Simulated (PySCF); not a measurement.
**Static response to an electric field**

[FeO3N]- (charge -1 and singlet state).
Structure used (PBE0-D3(BJ)/def2-SVP), in Å, numbered top down from 1:
```
atom  x, y, z in Å
Fe1   -0.002   -0.004   -0.002
O2    -0.067   -0.185    1.589
O3     1.522    0.067   -0.490
O4    -0.784    1.325   -0.437
N5    -0.669   -1.203   -0.660
```

Level: CAM-B3LYP/def2-SVPD (PySCF), static field, nuclei fixed, core orbitals frozen in the response. The polarisability tensor in these axes (au):

```
x   58.27 -0.32 -0.18
y   -0.32 57.93 -0.27
z   -0.18 -0.27 58.31
```

Q: Give the principal values, the mean and the anisotropy Δα = √{½[(α1 − α2)² + (α2 − α3)² + (α1 − α3)²]}.

A: Principal values 57.59, 58.45 and 58.47 au; mean 58.17 au = 8.62 Å³ = 9.59 × 10⁻⁴⁰ C²·m²/J; Δα = 0.87 au (1 % of the mean).

Q: Traceless (Buckingham) quadrupole moment about the centre of nuclear charge: eigenvalues?

A: -1.51, -1.50, 3.00 D·Å. The values depend on the origin, since the species is charged. The electronic extent ⟨r²⟩ about the same centre is 379 bohr², a root-mean-square distance of 1.35 Å for the 58 electrons.

Q: In TDDFT the mean static polarisability is Σ f/ω² over all singlet excitations (ω in hartree). How much of it do the 15 lowest give? Their energies (eV) and oscillator strengths: 1.05, 0.0000; 1.45, 0.0002; 1.45, 0.0002; 2.05, 0.0039; 2.17, 0.0064; 2.17, 0.0064; 3.04, 0.0000; 3.04, 0.0000; 3.13, 0.0000; 3.26, 0.0001; 3.26, 0.0001; 3.28, 0.0002; 3.39, 0.0003; 3.39, 0.0003; 3.52, 0.0000.

A: They add up to 2.90 au, 5.0 % of the 58.17 au; the largest single term is 1.00 au, from the state at 2.17 eV. Terms in order: 0.00, 0.07, 0.07, 0.69, 1.00, 1.00, 0.00, 0.00, 0.00, 0.00, 0.00, 0.02, 0.02, 0.02, 0.00 au. Higher excitations give the rest. The strengths listed sum to 0.018.

Geometry: PBE0-D3(BJ)/def2-SVP; no solvent, vibrations or thermal averaging. The geometry's basis has no diffuse functions.
